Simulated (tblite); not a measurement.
Record of a relaxation.

Species: C₂H₉Ge₃N.
Numbering: `[N:1]#[C:2][CH2:3][GeH:4]([GeH3:5])[GeH3:6]` (hydrogens: H7, H8 on C3; H9 on Ge4; H10, H11, H12 on Ge5; H13, H14, H15 on Ge6)

Computed with GFN2-xTB (tblite), gas phase: L-BFGS steps from a force-field or distance-geometry start until the largest atomic force falls under 0.01 eV/Å. 12 of its 203 geometries are shown.

Step 0: E = -476.5936 eV, largest atomic force 2.173 eV/Å
```
atom  x, y, z in Å  |  force x, y, z in eV/Å
N1     -3.604   -0.221   -1.479   -0.275   0.114  -0.342
C2     -2.738   -0.351   -0.749    1.433  -0.326   1.601
C3     -1.617   -0.557    0.201   -1.646   0.062  -1.072
Ge4     0.033    0.188   -0.554    0.964   0.173  -0.336
Ge5     1.726   -1.513   -0.354   -0.244   0.129  -0.234
Ge6     0.743    1.995    0.830    0.084   0.159   0.327
H7     -1.494   -1.649    0.302   -0.188   0.431   0.345
H8     -1.812   -0.018    1.142   -0.183  -0.559  -0.248
H9     -0.187    0.606   -2.014   -0.051  -0.069   0.226
H10     2.789   -1.095    0.678   -0.230  -0.296  -0.435
H11     1.022   -2.781    0.181    0.492   0.233  -0.265
H12     2.337   -1.700   -1.762    0.010  -0.255   0.705
H13     0.063    1.836    2.239    0.347   0.290  -0.625
H14     0.463    3.370    0.222    0.112  -0.232   0.403
H15     2.272    1.898    1.094   -0.625   0.146  -0.050
```

Step 18: E = -476.9454 eV, largest atomic force 0.099 eV/Å
```
atom  x, y, z in Å  |  force x, y, z in eV/Å
N1     -3.586   -0.177   -1.485   -0.010   0.004  -0.010
C2     -2.748   -0.361   -0.727    0.057   0.028  -0.027
C3     -1.671   -0.565    0.184    0.015   0.006  -0.021
Ge4     0.060    0.202   -0.543   -0.043  -0.074   0.050
Ge5     1.717   -1.538   -0.418    0.026  -0.040  -0.006
Ge6     0.733    2.054    0.828    0.021   0.050   0.080
H7     -1.544   -1.635    0.358   -0.002  -0.042  -0.014
H8     -1.913   -0.089    1.136    0.008   0.040   0.040
H9     -0.212    0.609   -1.981   -0.015   0.005   0.003
H10     2.786   -1.171    0.574   -0.002  -0.029  -0.021
H11     1.150   -2.836    0.094    0.013   0.024  -0.018
H12     2.450   -1.885   -1.679   -0.028   0.016   0.010
H13     0.089    1.971    2.188    0.016   0.020  -0.042
H14     0.475    3.448    0.343   -0.007  -0.041  -0.022
H15     2.210    1.981    1.106   -0.048   0.033  -0.003
```

Step 37: E = -476.9659 eV, largest atomic force 0.108 eV/Å
```
atom  x, y, z in Å  |  force x, y, z in eV/Å
N1     -3.472   -0.078   -1.548    0.053  -0.001   0.049
C2     -2.691   -0.310   -0.743    0.015  -0.022   0.035
C3     -1.681   -0.584    0.228    0.037   0.025  -0.053
Ge4     0.094    0.152   -0.437   -0.074  -0.022   0.075
Ge5     1.741   -1.602   -0.435    0.005  -0.020   0.032
Ge6     0.708    2.081    0.862    0.003   0.034  -0.001
H7     -1.601   -1.663    0.379   -0.016   0.017  -0.015
H8     -1.948   -0.116    1.179    0.002  -0.002  -0.027
H9     -0.192    0.591   -1.863    0.024  -0.002  -0.035
H10     2.876   -1.316    0.508   -0.019  -0.005  -0.017
H11     1.181   -2.919    0.028    0.002   0.005  -0.011
H12     2.383   -1.873   -1.760   -0.004  -0.004  -0.019
H13     0.050    2.116    2.213   -0.020  -0.008  -0.009
H14     0.368    3.386    0.209    0.005   0.006   0.014
H15     2.179    2.142    1.158   -0.014  -0.003  -0.016
```

Step 55: E = -476.9692 eV, largest atomic force 0.016 eV/Å
```
atom  x, y, z in Å  |  force x, y, z in eV/Å
N1     -3.436   -0.043   -1.545   -0.008   0.005   0.009
C2     -2.668   -0.295   -0.734    0.010   0.006   0.005
C3     -1.667   -0.588    0.238    0.005   0.001  -0.001
Ge4     0.107    0.145   -0.410    0.005  -0.003   0.000
Ge5     1.740   -1.624   -0.429   -0.003   0.000   0.002
Ge6     0.684    2.106    0.860    0.001  -0.002   0.002
H7     -1.600   -1.670    0.375    0.005   0.003   0.000
H8     -1.934   -0.128    1.192   -0.008  -0.007  -0.004
H9     -0.150    0.560   -1.851   -0.001   0.002  -0.006
H10     2.901   -1.371    0.489   -0.005  -0.007  -0.006
H11     1.177   -2.948    0.007   -0.002   0.013   0.002
H12     2.339   -1.865   -1.781    0.010  -0.008   0.000
H13     0.012    2.145    2.203   -0.012  -0.010   0.005
H14     0.339    3.403    0.199   -0.005   0.004  -0.013
H15     2.152    2.180    1.163    0.006   0.004   0.004
```

Step 73: E = -476.9711 eV, largest atomic force 0.032 eV/Å
```
atom  x, y, z in Å  |  force x, y, z in eV/Å
N1     -3.439    0.019   -1.485   -0.004   0.000  -0.008
C2     -2.650   -0.265   -0.706    0.001   0.026   0.019
C3     -1.630   -0.591    0.235   -0.003  -0.006  -0.006
Ge4     0.138    0.148   -0.422   -0.008   0.010   0.004
Ge5     1.748   -1.642   -0.434   -0.017  -0.002   0.009
Ge6     0.663    2.121    0.852   -0.001  -0.001   0.007
H7     -1.570   -1.676    0.339    0.012  -0.009   0.000
H8     -1.879   -0.158    1.207    0.006  -0.004  -0.009
H9     -0.124    0.553   -1.864   -0.001   0.000  -0.005
H10     2.917   -1.428    0.482   -0.008  -0.003   0.004
H11     1.130   -2.940    0.006    0.016  -0.005   0.010
H12     2.337   -1.915   -1.782    0.013  -0.003  -0.018
H13    -0.061    2.134    2.169    0.004   0.003   0.004
H14     0.297    3.406    0.177    0.001   0.000  -0.007
H15     2.117    2.242    1.204   -0.012  -0.006  -0.004
```

Step 92: E = -476.9732 eV, largest atomic force 0.125 eV/Å
```
atom  x, y, z in Å  |  force x, y, z in eV/Å
N1     -3.458    0.184   -1.364    0.091  -0.035   0.078
C2     -2.644   -0.184   -0.647   -0.061   0.032  -0.042
C3     -1.591   -0.614    0.214   -0.048  -0.015  -0.015
Ge4     0.163    0.144   -0.441   -0.011  -0.030  -0.050
Ge5     1.758   -1.665   -0.425   -0.012   0.016   0.113
Ge6     0.621    2.129    0.833    0.053   0.069  -0.028
H7     -1.542   -1.705    0.216   -0.037  -0.010  -0.007
H8     -1.788   -0.268    1.231   -0.006  -0.009   0.003
H9     -0.106    0.532   -1.889    0.018  -0.006   0.021
H10     2.920   -1.440    0.503   -0.031  -0.023  -0.033
H11     1.131   -2.958    0.032    0.022   0.053  -0.001
H12     2.354   -1.967   -1.760    0.040  -0.004  -0.068
H13    -0.145    2.150    2.125    0.001  -0.012   0.017
H14     0.257    3.400    0.126    0.019  -0.029   0.012
H15     2.065    2.270    1.224   -0.039   0.003  -0.001
```

Step 110: E = -477.0045 eV, largest atomic force 0.344 eV/Å
```
atom  x, y, z in Å  |  force x, y, z in eV/Å
N1     -3.420    0.893   -0.664    0.242  -0.179   0.166
C2     -2.626    0.149   -0.301   -0.157   0.105  -0.111
C3     -1.590   -0.758    0.081   -0.119  -0.041  -0.053
Ge4     0.165    0.052   -0.492    0.024   0.014   0.006
Ge5     1.847   -1.665   -0.317    0.024  -0.022   0.024
Ge6     0.495    2.112    0.704    0.040   0.021   0.024
H7     -1.747   -1.711   -0.436    0.025   0.072   0.083
H8     -1.610   -0.929    1.162    0.000   0.040  -0.111
H9     -0.042    0.354   -1.974   -0.007   0.006   0.027
H10     2.974   -1.333    0.615   -0.028  -0.003   0.029
H11     1.268   -2.955    0.198    0.025   0.008   0.012
H12     2.518   -2.023   -1.606   -0.022   0.006  -0.042
H13    -0.379    2.217    1.923    0.032  -0.014  -0.041
H14     0.233    3.332   -0.117   -0.032   0.021  -0.022
H15     1.906    2.275    1.203   -0.047  -0.033   0.009
```

Step 129: E = -477.0265 eV, largest atomic force 0.039 eV/Å
```
atom  x, y, z in Å  |  force x, y, z in eV/Å
N1     -3.192    1.211   -0.012    0.028  -0.020  -0.019
C2     -2.518    0.284   -0.039    0.003  -0.005   0.027
C3     -1.591   -0.798   -0.055   -0.007   0.021  -0.012
Ge4     0.202    0.003   -0.529    0.025  -0.012  -0.001
Ge5     1.886   -1.701   -0.250    0.009  -0.009   0.002
Ge6     0.381    2.107    0.615    0.003   0.019   0.000
H7     -1.888   -1.552   -0.786   -0.012   0.019   0.024
H8     -1.551   -1.252    0.939   -0.005  -0.013  -0.031
H9      0.085    0.284   -2.027   -0.016  -0.017   0.009
H10     2.996   -1.328    0.687   -0.012   0.011  -0.003
H11     1.336   -2.989    0.298   -0.013   0.013   0.002
H12     2.556   -2.076   -1.536    0.014  -0.006  -0.010
H13    -0.592    2.218    1.745   -0.001   0.006   0.011
H14     0.146    3.271   -0.293   -0.001  -0.003   0.010
H15     1.740    2.325    1.222   -0.015  -0.003  -0.007
```

Step 147: E = -477.0299 eV, largest atomic force 0.029 eV/Å
```
atom  x, y, z in Å  |  force x, y, z in eV/Å
N1     -3.075    1.277    0.184   -0.016   0.023   0.006
C2     -2.473    0.311    0.054    0.007  -0.018  -0.013
C3     -1.611   -0.810   -0.101    0.004  -0.011  -0.001
Ge4     0.198   -0.019   -0.547    0.004   0.008   0.005
Ge5     1.898   -1.697   -0.229    0.017  -0.003  -0.001
Ge6     0.348    2.094    0.590   -0.004   0.018   0.002
H7     -1.965   -1.462   -0.900   -0.004   0.001  -0.005
H8     -1.570   -1.375    0.832    0.003  -0.003   0.002
H9      0.093    0.243   -2.049   -0.004   0.002   0.001
H10     2.984   -1.277    0.718   -0.006  -0.003  -0.004
H11     1.360   -2.979    0.342   -0.006  -0.002  -0.001
H12     2.598   -2.082   -1.497   -0.002  -0.006   0.010
H13    -0.622    2.222    1.718    0.008  -0.003   0.003
H14     0.125    3.249   -0.333   -0.006  -0.005   0.006
H15     1.707    2.312    1.196    0.003   0.002  -0.010
```

Step 165: E = -477.0320 eV, largest atomic force 0.088 eV/Å
```
atom  x, y, z in Å  |  force x, y, z in eV/Å
N1     -2.994    1.290    0.243   -0.064   0.060   0.002
C2     -2.435    0.305    0.068    0.059  -0.056   0.009
C3     -1.591   -0.822   -0.131    0.008   0.018  -0.006
Ge4     0.218   -0.003   -0.544   -0.016  -0.016   0.007
Ge5     1.889   -1.709   -0.212    0.019   0.008  -0.006
Ge6     0.318    2.118    0.588    0.001  -0.009   0.012
H7     -1.944   -1.438   -0.957   -0.008   0.006   0.005
H8     -1.554   -1.424    0.780    0.002   0.015  -0.025
H9      0.120    0.269   -2.046    0.010  -0.015  -0.004
H10     2.981   -1.329    0.745   -0.020  -0.006  -0.018
H11     1.289   -2.966    0.355    0.009  -0.011   0.006
H12     2.581   -2.131   -1.474   -0.001   0.003   0.018
H13    -0.577    2.197    1.781    0.009   0.003  -0.013
H14    -0.009    3.257   -0.323   -0.018  -0.015   0.017
H15     1.704    2.394    1.105    0.012   0.014  -0.004
```

Step 184: E = -477.0507 eV, largest atomic force 0.151 eV/Å
```
atom  x, y, z in Å  |  force x, y, z in eV/Å
N1     -2.840    1.296    0.574    0.088  -0.121  -0.020
C2     -2.353    0.332    0.184   -0.056   0.073  -0.020
C3     -1.602   -0.772   -0.302   -0.035  -0.005  -0.027
Ge4     0.263   -0.005   -0.571   -0.001  -0.014  -0.025
Ge5     1.862   -1.745   -0.096    0.027   0.008  -0.016
Ge6     0.274    2.120    0.562    0.030  -0.006  -0.019
H7     -2.022   -1.148   -1.237    0.024   0.036   0.070
H8     -1.590   -1.575    0.438   -0.014   0.008  -0.001
H9      0.324    0.225   -2.085   -0.015   0.017   0.011
H10     2.932   -1.363    0.882   -0.004   0.005   0.006
H11     1.223   -2.974    0.486   -0.015  -0.015   0.013
H12     2.591   -2.222   -1.318   -0.003   0.002   0.011
H13    -0.203    2.023    1.973   -0.001   0.002   0.007
H14    -0.539    3.147   -0.150   -0.002   0.003   0.005
H15     1.676    2.668    0.639   -0.023   0.006   0.006
```

Step 202: E = -477.0532 eV, largest atomic force 0.006 eV/Å
```
atom  x, y, z in Å  |  force x, y, z in eV/Å
N1     -2.772    1.274    0.670   -0.002  -0.002   0.000
C2     -2.330    0.321    0.209   -0.004  -0.004   0.002
C3     -1.611   -0.770   -0.346    0.002  -0.001   0.000
Ge4     0.259   -0.008   -0.607   -0.001  -0.004  -0.002
Ge5     1.856   -1.734   -0.076    0.000   0.003   0.001
Ge6     0.272    2.106    0.548   -0.002   0.004  -0.001
H7     -2.052   -1.089   -1.290    0.001   0.004   0.002
H8     -1.603   -1.608    0.353   -0.001  -0.003  -0.001
H9      0.324    0.227   -2.119    0.002   0.002  -0.001
H10     2.894   -1.314    0.921    0.001   0.002   0.003
H11     1.205   -2.947    0.529   -0.002  -0.002  -0.003
H12     2.622   -2.241   -1.261   -0.003  -0.002  -0.001
H13    -0.136    1.975    1.979    0.004   0.003   0.000
H14    -0.594    3.130   -0.103    0.003  -0.002  -0.003
H15     1.662    2.686    0.572    0.001   0.002   0.003
```

Task: Summarise the path.

Result: The energy falls by 44.34 kJ/mol from step 0 to step 202; nine tenths of that is first reached at step 112. It rises by more than 0.2 meV at steps 96, 98, 116 and 124. The largest force goes from 2.173 to 0.006 eV/Å. Among the bonds Ge6–H13 changes most, from 1.572 to 1.493 Å; the atoms move by 1.162 Å rms after alignment.

Task: Follow the three bonds and two angles with the largest change from start to end.

Result: 
| step | E above end (kJ/mol) | largest force (eV/Å) | Ge6–H13 (Å) | C3–Ge4 (Å) | C2–C3 (Å) | Ge5–Ge4–Ge6 (°) | H11–Ge5–H12 (°) |
| --- | --- | --- | --- | --- | --- | --- | --- |
| 0 | 44.34 | 2.173 | 1.572 | 1.961 | 1.485 | 106.1 | 113.3 |
| 9 | 13.12 | 0.368 | 1.506 | 2.007 | 1.422 | 107.8 | 106.3 |
| 18 | 10.40 | 0.099 | 1.507 | 2.029 | 1.425 | 109.6 | 105.6 |
| 26 | 9.69 | 0.114 | 1.506 | 2.028 | 1.426 | 111.4 | 105.9 |
| 35 | 8.56 | 0.065 | 1.505 | 2.031 | 1.427 | 113.6 | 105.7 |
| 44 | 8.21 | 0.049 | 1.503 | 2.027 | 1.425 | 115.6 | 105.8 |
| 53 | 8.12 | 0.025 | 1.504 | 2.026 | 1.425 | 116.1 | 105.6 |
| 61 | 8.05 | 0.019 | 1.504 | 2.026 | 1.425 | 116.5 | 105.8 |
| 70 | 7.96 | 0.031 | 1.503 | 2.026 | 1.426 | 117.3 | 105.6 |
| 79 | 7.88 | 0.023 | 1.503 | 2.025 | 1.425 | 118.2 | 105.6 |
| 88 | 7.81 | 0.035 | 1.504 | 2.022 | 1.425 | 118.6 | 105.2 |
| 97 | 6.78 | 0.530 | 1.502 | 2.024 | 1.430 | 115.0 | 105.6 |
| 105 | 5.60 | 0.573 | 1.502 | 2.017 | 1.432 | 118.8 | 105.4 |
| 114 | 4.02 | 0.397 | 1.501 | 2.021 | 1.426 | 119.8 | 105.5 |
| 123 | 2.95 | 0.211 | 1.494 | 2.018 | 1.426 | 120.8 | 105.5 |
| 132 | 2.45 | 0.046 | 1.495 | 2.023 | 1.424 | 121.4 | 105.6 |
| 141 | 2.28 | 0.013 | 1.493 | 2.025 | 1.423 | 120.9 | 105.3 |
| 149 | 2.24 | 0.033 | 1.494 | 2.024 | 1.423 | 120.2 | 105.7 |
| 158 | 2.17 | 0.030 | 1.493 | 2.025 | 1.422 | 120.6 | 105.3 |
| 167 | 1.98 | 0.030 | 1.493 | 2.027 | 1.421 | 122.0 | 105.6 |
| 176 | 1.18 | 0.182 | 1.496 | 2.032 | 1.422 | 123.1 | 105.8 |
| 184 | 0.24 | 0.151 | 1.493 | 2.034 | 1.421 | 122.8 | 105.2 |
| 193 | 0.03 | 0.021 | 1.494 | 2.036 | 1.420 | 121.8 | 105.4 |
| 202 | 0.00 | 0.006 | 1.493 | 2.036 | 1.419 | 121.3 | 105.5 |

The cost below is that of the whole relaxation. Time: 1.6 s. Hardware: one thread of an Arm Neoverse V1, shared host with 32 logical CPUs at a one-minute load of 23.
